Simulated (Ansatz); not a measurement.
C3H4BF (`C=C1BC1F`). Total charge 0; spin multiplicity 1. Geometry: relaxed with PBE0-D4/def2-TZVP.

```xyz
9

C    -0.247    0.916    1.231
C     0.260    0.104    0.308
B     0.209   -1.319   -0.158
C     0.262   -0.127   -1.147
F    -0.742    0.303   -1.981
H    -0.204    0.660    2.285
H    -0.732    1.853    0.969
H    -0.049   -2.448    0.087
H     1.243    0.059   -1.593
```

(1) What is the dipole moment at B3LYP/def2-TZVPP? (Estimate.)

(2) And with PBE, r2SCAN, ωB97M-V? (Estimate.)

(3) Give the Mulliken charges with B3LYP, PBE, r2SCAN in def2-TZVPP. (An estimate is asked.)

## Answers

(1) Ansatz gave: 1.91 D, with components (0.81, 0.16, 1.73) D in this frame, pointing from negative to positive charge.

(2) Computed: PBE 1.78 D, r2SCAN 1.83 D, ωB97M-V 1.91 D.

(3) The calculation gave: 
| atom | B3LYP | PBE | r2SCAN |
| --- | --- | --- | --- |
| C1 | -0.18 | -0.15 | -0.13 |
| C2 | -0.03 | -0.03 | -0.07 |
| B3 | -0.09 | -0.10 | -0.04 |
| C4 | 0.11 | 0.10 | 0.16 |
| F5 | -0.24 | -0.20 | -0.24 |
| H6 | 0.13 | 0.12 | 0.11 |
| H7 | 0.13 | 0.12 | 0.10 |
| H8 | 0.07 | 0.04 | 0.04 |
| H9 | 0.10 | 0.09 | 0.08 |

B3LYP here is the variant with VWN-RPA as its local correlation; programs differ in this.
